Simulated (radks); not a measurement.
Results of a calculation; reference values are marked as such.
Spherical quantum dot in the effective-mass picture: electrons in a hard-walled sphere of radius 1.87, with a point charge +2 (a donor) at the centre, all in effective atomic units (hartree* = m*/eps^2 hartree, bohr* = eps/m* bohr), one dielectric constant everywhere. Level of theory: non-relativistic Kohn-Sham, r2SCAN, spin-polarised, spherical densities, generalised Kohn-Sham scheme (a radial shooting solver with Libxc functionals). Levels are named by radial order and angular momentum (1s, 1p, 1d, 2s, ...), and open shells are averaged over m. Results are scaled to m* = 0.158 and eps = 16.2, for which hartree* = 16.38 meV and bohr* = 5.426 nm.

N = 24, configuration 1s2 1p6 1d10 2s2 1f(up 4, down 0). This is the lowest configuration that the search found. Occupied and some empty levels:

level    occupation  eigenvalue (meV)  <r> (nm)
1s up             1            272.21     5.679
1s down           1            273.49     5.589
1p up             3            291.51     6.648
1p down           3            293.51     6.615
1d up             5            316.72     7.028
1d down           5            319.12     7.012
2s up             1            326.66     4.343
2s down           1            327.71     4.410
1f up             4            349.30     7.295
1f down           0            352.00     7.288
1g up             0            388.86     7.506
2p up             0            389.61     5.181
2p down           0            390.69     5.193
1g down           0            391.81     7.503
2d up             0            445.37     5.731
2d down           0            446.85     5.731

Energy (meV): total 4191.50, kinetic 1835.0, external -760.09, Hartree 3468.8, exchange-correlation -352.27.
